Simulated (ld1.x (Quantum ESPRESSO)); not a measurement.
## gold: one change to a TM semilocal potential, before and after

* Element: gold (Au)
* Generator: ld1.x (Quantum ESPRESSO) 7.5
* Type: norm-conserving Troullier–Martins (semilocal form)
* Functional: PBE
* Relativity: scalar-relativistic
* Frozen core: [Kr] 4d10 4f14 5s2
* Valence charge: 17
* Reference configuration: 5p6 5d9.5 6s0 6p0 (charge +1.5)
* Partial waves: 5p (bound): rc 1.45 bohr; 5d (bound): rc 2.20 bohr; 6s (bound, empty): rc 1.95 bohr
* Local potential: the s channel
* Core correction: none

All-electron outer shells of the reference configuration (PBE, scalar-relativistic, ld1.x):

```tsv
shell	level (eV)	outermost node (bohr)	outermost maximum (bohr)
4f	-95.98	–	0.37
5p	-74.62	0.52	0.96
5d	-21.15	0.56	1.21
6s	-17.85	1.11	2.18
6p	-10.50	1.30	2.84
```

Change: wave 5p (bound): rc 1.45 bohr becomes 5p (bound): rc 1.58 bohr.

Cutoffs: the cutoffs (Ry, on a coarse ladder) from which the occupation-weighted sum of valence levels, in a spherical-Bessel basis at the reference potential, stays within 10 and 1 mRy of its value at 400 Ry; they do not see the model core or the augmentation charge, which bear on the density cutoff. Errors are all-electron minus pseudo energies relative to the spin-unpolarised reference configuration.

Task: How do hardness, ghosts and transferability respond?

Result: The potential gets softer (70 Ry and 110 Ry → 55 Ry and 90 Ry); of the 7 tests that both files solve, the error grows in 1 and shrinks in 1 by more than 15 % and 0.3 meV (median size 13.0 → 12.2 meV); neither file shows a bound ghost. A larger radius leaves more room for a smooth pseudo-wave, so fewer plane waves are needed. A semilocal file is local in each channel, so a ghost entry of none says nothing of the separable form that plane-wave codes build from it.

| quantity | base | changed |
| --- | --- | --- |
| cutoff, loose | 70 Ry | 55 Ry |
| cutoff, tight | 110 Ry | 90 Ry |
| loose cutoff by channel (10 mRy a level) | p 50 Ry, d 35 Ry | p 35 Ry, d 35 Ry |
| bound ghosts | none | none |
| error for 5p6 5d10 6s1 6p0, meV [ΔE -18.51 eV] | +5.1 | +5.1 |
| error for 5p6 5d10 6s0 6p0, meV [ΔE -9.10 eV] | +0.4 | +0.5 |
| error for 5p6 5d9 6s0 6p0, meV [ΔE 12.11 eV] | -2.5 | -2.5 |
| error for 5p6 5d8 6s0 6p0, meV [ΔE 45.98 eV] | -13 | -12 |
| error for 5p6 5d7 6s0 6p0, meV [ΔE 93.69 eV] | -26 | -22 |
| error for 5p6 5d9 6s2 6p0, meV [ΔE -16.82 eV] | -25 | -25 |
| error for 5p6 5d9 6s1 6p1, meV [ΔE -11.01 eV] | +109 | +169 |
| s: phases at 2.40 bohr within 0.05 rad from the reference energy up to (Ry; the scan ends near 5) | 1.9 | 1.9 |
| p: phases at 2.40 bohr within 0.05 rad from the reference energy up to (Ry; the scan ends near 5) | -0.9 | -1.1 |
| d: phases at 2.40 bohr within 0.05 rad from the reference energy up to (Ry; the scan ends near 5) | 1.9 | 1.9 |
